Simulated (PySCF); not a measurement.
## Radiative rates from a computed spectrum

C5H7F3O.
SMILES: `FC([C@@H]1CCOC1)(F)F`

Theory: TDDFT B3LYP/def2-SVPD, vertical, gas phase, core orbitals frozen in the response (PySCF). The structure is a single PBE0-D3(BJ)/def2-SVP conformer in the gas phase; no vibrational or solvent corrections.

Computed singlets with f of 0.002 or more:

```tsv
state	E (eV)	f
S1	6.83	0.0053
S2	7.45	0.037
S3	7.71	0.0075
S4	7.94	0.015
S5	8.25	0.0027
S8	8.63	0.020
S9	8.93	0.018
S10	8.94	0.015
```

Q: Give A, τ, |μ| and ∫σ dE for each state.

A: Relations used (vacuum, state to state): A = 0.6670 f ν̃² s⁻¹ (ν̃ in cm⁻¹); τ = 1/A; f = (2/3) ΔE |μ|² in atomic units; ∫σ dE = 109.76 f Mb·eV.

| state | A (s⁻¹) | τ | \|μ\| (D) | ∫σ dE (Mb·eV) |
| --- | --- | --- | --- | --- |
| S1 | 1.1×10⁷ | 92 ns | 0.45 | 0.59 |
| S2 | 9.0×10⁷ | 11 ns | 1.15 | 4.1 |
| S3 | 1.9×10⁷ | 51 ns | 0.51 | 0.83 |
| S4 | 4.1×10⁷ | 25 ns | 0.70 | 1.6 |
| S5 | 8.1×10⁶ | 120 ns | 0.30 | 0.3 |
| S8 | 6.4×10⁷ | 16 ns | 0.78 | 2.2 |
| S9 | 6.2×10⁷ | 16 ns | 0.72 | 2 |
| S10 | 5.2×10⁷ | 19 ns | 0.66 | 1.6 |

Only emission to the ground state at the vertical energy is counted.

Q: What is the integrated cross-section of all computed states together?

A: Σf = 0.122 over S1 to S10, so 109.76 × Σf ≈ 13.4 Mb·eV.

Q: By what factor does the largest A in the list exceed the smallest?

A: S2 has 11 times the rate of S5.

Q: Suppose S1 emitted 0.3 eV lower with the same transition dipole. How would A change?

A: At fixed |μ|, A goes as the cube of the energy: (6.53/6.83)³ = 0.87, which makes τ about 110 ns.

The vertical ionisation energy (ΔSCF) is 10.07 eV, 1.13 eV above S10.

Without π bonds the low states are Rydberg-like; a valence basis with one diffuse set may place them up to an eV too high.
